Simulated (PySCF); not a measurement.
**A series of derivatives of CNC[SiH2]C#N**

Parent skeleton `[CH3:1][NH:2][CH2:3][SiH2:4][C:5]#[N:6]`; one hydrogen on atom 1 is replaced by X. Hydrogens on one atom are averaged.

- geometry from GFN2-xTB
- shielding tensors at PBE0/pcSseg-1 (GIAO)
- code: PySCF 2.14.0 with density-fitted response routines
- non-relativistic, single conformer, one averaged value for each set of equivalent atoms, no solvent

Shifts are taken against calculated references (same method and geometry level): ¹³C (σref 186.93) and ²⁹Si (σref 349.16) and ¹H (σref 31.72) vs TMS; ¹⁵N (σref 267.73) against NH3.

Problem. Order these by the shift of N2, most shielded first.
A. X = C2H5
B. X = iPr
C. X = CH2NH2
D. X = cPr

Solution. C (43.2 ppm), D (45.5 ppm), A (50.2 ppm), B (54.1 ppm).

Problem. Order these by the shift of C1, most shielded first.
A. X = C2H5
B. X = iPr
C. X = CH2NH2

Solution. A (60.1 ppm), C (63.2 ppm), B (67.5 ppm).

Experimental scales use liquid or dissolved standards, which lie at an offset from isolated NH3 (liquid NH3: subtract about 20 ppm). Unscaled 15N shifts of sp2 nitrogen come out 20 to 40 ppm too high even then.
